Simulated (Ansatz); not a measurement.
Two isomers of CH4BFO: A = `CB(O)F`, B = `COBF`.

Calculated with Ansatz (gas phase, PBE0-D4/def2-TZVP geometries, no zero-point term in ΔE). CCSD(T)/CBS is the MP2 limit (def2-TZVPP, def2-QZVPP) plus CCSD(T) − MP2 in def2-TZVPP, frozen cores. DFT in def2-TZVPP. B3LYP here is the variant with VWN-RPA as its local correlation; programs differ in this. One conformer a species, not always the lowest.

**Question.** Which isomer does CCSD(T)/CBS put lower? Give the gap. (Best estimate.)

**Answer.** Computed: A, by 25.5 kcal/mol.

**Question.** Give E(B) − E(A) in kcal/mol with CCSD(T)/def2-TZVPP, BLYP-D4, HF/def2-TZVPP, MP2/def2-TZVPP, B3LYP-D4, B2PLYP, CCSD(T)/def2-SVP. (Best estimate.)

**Answer.** Ansatz gave: CCSD(T)/def2-TZVPP 25.1, BLYP-D4 23.3, HF/def2-TZVPP 22.8, MP2/def2-TZVPP 26.2, B3LYP-D4 24.0, B2PLYP 24.6, CCSD(T)/def2-SVP 23.8. None reverses the order clearly.

**Question.** Does the order hold for the free energy at 298.15 K (harmonic terms from PBE0-D4)? (Estimate.)

**Answer.** Ansatz gave: Yes: G(B) − G(A) = +25.7 kcal/mol, for one conformer each.

Largest T1 diagnostic: 0.013.

Leaving LDA and LC-ωPBE aside and taking each functional with its dispersion term where it has one, the values, not all of them listed here, spread over 3.4 kcal/mol, from BLYP-D4 to B97M-V. LDA lies +0.9 kcal/mol from PBE without D4. In def2-TZVPP, CCSD(T) changes the Hartree–Fock value by +2.2 kcal/mol (the triples alone add +0.0 kcal/mol) and MP2 by +3.3 kcal/mol.
